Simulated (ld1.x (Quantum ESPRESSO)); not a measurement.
# Before and after: PAW potential for nickel (Ni)

ld1.x (Quantum ESPRESSO) 7.5 input, shortened:

```
&input
   title='Ni', zed=28., rel=1, dft='PBE', iswitch=3,
   config='[Ar] 3d8 4s0 4p0'
 /
 &inputp
   pseudotype=3, lpaw=.true., tm=.true., lloc=-2, rcloc=1.20,
   nlcc=.true., new_core_ps=.true.,
   which_augfun='PSQ', rmatch_augfun_nc=.true.
 /
6
4S  1  0   0.00   0.00  1.70  1.90  0.0
4S  1  0   0.00  -1.10  1.70  1.90  0.0
3P  2  1   6.00   0.00  1.10  1.35  0.0
4P  3  1   0.00   0.00  1.10  1.35  0.0
3D  3  2   8.00   0.00  0.90  1.25  0.0
3D  3  2   0.00  -1.20  0.90  1.25  0.0
 &test
   configts(1)='3p6 3d8 4s0 4p0'
 /
```

All-electron outer shells of the reference configuration (PBE, scalar-relativistic, ld1.x):

```tsv
shell	level (eV)	outermost node (bohr)	outermost maximum (bohr)
3s	-130.75	0.30	0.64
3p	-91.10	0.27	0.65
3d	-28.37	–	0.63
4s	-21.65	0.91	2.02
4p	-15.02	0.99	2.44
```

Change: waves 4s (bound): rcut 1.70, rcutus 2.28 bohr; 4s channel at -1.1 Ry: rcut 1.70, rcutus 2.28 bohr.

Cutoffs: the cutoffs (Ry, on a coarse ladder) from which the occupation-weighted sum of valence levels, in a spherical-Bessel basis at the reference potential, stays within 10 and 1 mRy of its value at 400 Ry; they do not see the model core or the augmentation charge, which bear on the density cutoff. Errors are all-electron minus pseudo energies relative to the spin-unpolarised reference configuration.

How do hardness, ghosts and transferability respond?

The potential gets neither clearly harder nor softer (80 Ry and 140 Ry → 80 Ry and 140 Ry); of the 7 tests that both files solve, the error grows in 2 and shrinks in 2 by more than 15 % and 0.3 meV (median size 22.4 → 2.8 meV); neither file shows a bound ghost.

```tsv
quantity	base	changed
cutoff, loose	80 Ry	80 Ry
cutoff, tight	140 Ry	140 Ry
bound ghosts	none	none
error for 3p6 3d8 4s2 4p0, meV [ΔE -26.67 eV]	+1.3	+2.8
error for 3p6 3d8 4s1 4p0, meV [ΔE -17.35 eV]	+1.3	+1.6
error for 3p6 3d7 4s0 4p0, meV [ΔE 37.47 eV]	-32	-32
error for 3p5 3d8 4s2 4p0, meV [ΔE 52.85 eV]	-62	-0.9
error for 3p6 3d7 4s2 4p1, meV [ΔE -16.13 eV]	-22	+16
error for 3p6 3d8 4s0 4p2, meV [ΔE -17.17 eV]	+1.3	+1.3
error for 3p6 3d6 4s0 4p0, meV [ΔE 95.02 eV]	-182	-182
lowest overlap eigenvalue by channel	s 0.47, p 0.10, d 0.96	s 0.33, p 0.10, d 0.96
```
